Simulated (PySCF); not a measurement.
Species: C₈H₁₄OSi.
Geometry (GFN2-xTB, Å), atoms numbered from 1 in this order:
```
atom  x, y, z in Å
C1     3.8024   -0.1348    0.6069
C2     2.5780    0.2460   -0.2098
O3     1.4322   -0.2227    0.4724
C4     0.2094    0.0022   -0.0726
C5    -0.0624    0.6365   -1.2195
Si6   -1.8495    0.8019   -1.7300
C7    -2.6604   -0.0904   -0.2641
C8    -1.8840   -1.3945   -0.0318
C9    -0.8819   -0.5657    0.7901
C10   -2.0135    0.4508    1.0189
H11    4.7021    0.2123    0.1067
H12    3.8516   -1.2142    0.7222
H13    3.7460    0.3156    1.5942
H14    2.5195    1.3371   -0.3274
H15    2.6271   -0.2093   -1.2089
H16    0.7342    1.0377   -1.8266
H17   -2.2961    2.1993   -1.7961
H18   -2.1485    0.1055   -2.9878
H19   -3.7471   -0.1616   -0.2743
H20   -2.4262   -2.1044    0.5931
H21   -1.4889   -1.9114   -0.9052
H22   -0.4381   -1.0349    1.6689
H23   -1.7286    1.5017    1.0374
H24   -2.5888    0.2170    1.9149
```

Probes without a nucleus sit at each ring's centroid and 1 Å off its mean plane on both sides; NICS is minus the shielding there, NICSzz its component along the normal. Level: GIAO PBE0/pcSseg-1 (PySCF, non-relativistic, gas phase) on the GFN2-xTB geometry, one conformer.

Ring bond lengths (Å), with Mayer bond orders in brackets: C4–C5 1.339 (1.78), C5–Si6 1.866 (0.90), Si6–C7 1.898 (0.88), C7–C8 1.535 (0.97), C8–C9 1.538 (0.96), C9–C4 1.503 (0.99); C7–C8 1.535 (0.97), C8–C9 1.538 (0.96), C9–C10 1.538 (0.96), C10–C7 1.535 (0.97).

Question: Give the NICS values of each ring in ppm.

Answer: 
```tsv
ring	type	NICS(0)	NICS(1), two faces	NICS(1)zz, two faces	rms pucker (Å)	centre to ring atoms, mean (Å)
C4–C5–Si6–C7–C8–C9	6-membered ring with Si; formal bonds 1 double, 5 single	-0.3	-4.5 / -1.6	-1.3 / 1.7	0.33	1.51
C7–C8–C9–C10	4-membered carbocycle; formal bonds all single	-1.2	-0.3 / -0.8	-4.0 / 2.1	0.16	1.07
```

Question: What do they say, and how far can they be read as aromaticity?

Answer: 
- C4–C5–Si6–C7–C8–C9: mean NICS(1)zz 0.2 ppm, near zero. Si6, C7, C8, C9 have four or more neighbours, so the value isn't read as a sign of a π ring current. The two faces differ by 3.0 ppm, so no symmetry operation interchanges them.
- C7–C8–C9–C10: mean NICS(1)zz -0.9 ppm, near zero. C7, C8, C9, C10 have four or more neighbours, and the NICS criterion for π rings isn't applied. The two faces differ by 6.1 ppm, so no symmetry operation interchanges them.

Question: At the second NICS(1) probe listed for ring C7–C8–C9–C10, 1 Å off the ring, how large is the induced field along the normal in 7.05 T applied along it?

Answer: NICSzz × B0 = 2.1 ppm × 7.05 T = 15 μT, along the applied field.
